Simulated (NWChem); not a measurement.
# Total energies of HCl$_{2}$Ge

```xyz
4

Cl    -0.5506    -0.3191     1.7539
Ge     0.5255     0.3509     0.0000
Cl    -0.5506    -0.3191    -1.7539
H      1.9033    -0.3765     0.0000
```
Charge 0, spin multiplicity 2.

The numbers come from NWChem runs, not from measurements. The geometry was optimised at UPBE0/def2-SVP, a minimum by its harmonic frequencies.

Basis set: 3-21G (50 functions).

```
method        total energy (Ha)
------------  -----------------
UHF                 -2980.56649
UMP2                -2980.69628
UB2PLYP             -2982.79033
UPBE                -2982.83686
UB3LYP              -2983.61959
ULDA (SVWN5)        -2977.43011
```

Total energies of different functionals aren't comparable as a measure of quality: only differences taken within one method are. 

The Hamiltonian is non-relativistic. The correlated methods keep 19 core orbitals frozen. B3LYP has NWChem's definition, with VWN1-RPA local correlation. The structure started from a generated list of species. The unpaired electrons of the parent sit in orbitals of symmetry a' (Cs labels of the run); other states weren't searched. No SCF solution was tested for a lower state. Open-shell Hartree-Fock references start from PBE0 orbitals.
